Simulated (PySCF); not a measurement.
Gas-phase reaction: SnH3F + 2 F → SnH2F2 + HF

Energies from PySCF (xtb for GFN2), thermal terms from the rigid-rotor harmonic-oscillator model, ideal gas at 1 bar. † marks an energy on the PBE0/def2-TZVP geometry and frequencies; other levels use their own. MP2 and CCSD(T) freeze the core. Open shells (unrestricted): F (multiplicity 2, electronic degeneracy 6); the rest are closed-shell singlets. GFN2 has no spin-polarisation term. Spin-orbit splitting is ignored; it lowers the true energy and changes the entropy of F. B3LYP is the form with VWN-RPA correlation. Sn: scalar-relativistic def2 core potential, no spin-orbit coupling. SnH3F, SnH2F2: computed as isolated molecules; such fragments, hydroxides, amides, oligomers or adducts are transient or little studied in the gas. MP2 isn't extrapolated to the basis-set limit; its ΔH°(298 K) is -725.0 kJ in def2-SVP and -782.5 kJ in def2-TZVPP. CCSD(T) isn't extrapolated to the basis-set limit; its ΔH°(298 K) is -668.8 kJ in def2-SVP and -722.5 kJ in def2-TZVPP. The harmonic model lacks anharmonicity and excited electronic states, which grow with temperature; levels with a mode under 35 cm⁻¹ are left out.

```
level               ΔE electronic, kJ  ΔH°(298 K), kJ  ΔS°(298 K), J/K  ΔG°(2500 K), kJ
------------------  -----------------  --------------  ---------------  ---------------
B3LYP/def2-TZVP†                 -734            -722             -120             -405
CCSD(T)/def2-SVP†                -680            -669             -120             -352
GFN2-xTB                         -624            -617             -111             -327
M06-2X/def2-TZVP†                -761            -749             -120             -433
MP2/def2-SVP†                    -736            -725             -120             -408
PBE/def2-SVP                     -754            -743             -119             -428
PBE0/def2-TZVP                   -730            -718             -120             -401
ωB97X-V/def2-TZVP†               -741            -729             -120             -412
```
ΔH° is lowest at M06-2X/def2-TZVP† and highest at GFN2-xTB. No reference value is set beside these.
